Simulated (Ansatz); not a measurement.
Job for Ansatz (a first-principles code): R-B3LYP/def2-TZVPP on H2 (SMILES [H][H]).

Ansatz 0.2 input:
```yaml
crystal:
  periodic: [false, false, false]
  atoms:
    - {symbol: H, position_ang: [-0.00000000, 0.00000000, -0.37198648]}
    - {symbol: H, position_ang: [0.00000000, -0.00000000, 0.37198648]}
basis:
  gaussian:
    orbitals: def2-TZVPP
hamiltonian:
  xc: {name: B3LYP}
scf: {lower_state_search: off}
```

Program output:

```
WARN ansatz: RAYON_NUM_THREADS=1 ignored (pool sized by the plan → 1); use --threads N
Functional definition: B3LYP
these checks for a lower state are left out or cut short: stability, starts, cluster_reference, orbital_swaps, neighbouring_geometries, increment
integrals: 0.00 GiB planned
118 factors; their error is unknown
mean field: 0.04 GiB planned
mean field evaluation 1: about -31.9462 eV, gradient 7.0e0 eV
mean field evaluation 2: about -32.1027 eV, gradient 1.5e0 eV
mean field evaluation 4: about -32.1109 eV, gradient 1.3e-2 eV
mean field evaluation 8: about -32.1094 eV, gradient 4.4e-5 eV
mean field -32.10939927 eV, -1.1799986587 hartree, gradient 1.3e-7 eV, S^2 0.000000; 0 other end points of the search recorded, 0 dependent functions left out
reference -32.10954126 eV, -1.1800038769 hartree; 1, 1 occupied and 27, 27 virtual orbitals, 118 factors
Total energy: -32.10954126 eV, -1.1800038769 hartree
Checks for a lower state left out: stability, starts, cluster_reference, orbital_swaps, neighbouring_geometries, increment
```

The run converged.

Cost: around 0.27 core-seconds (rough).
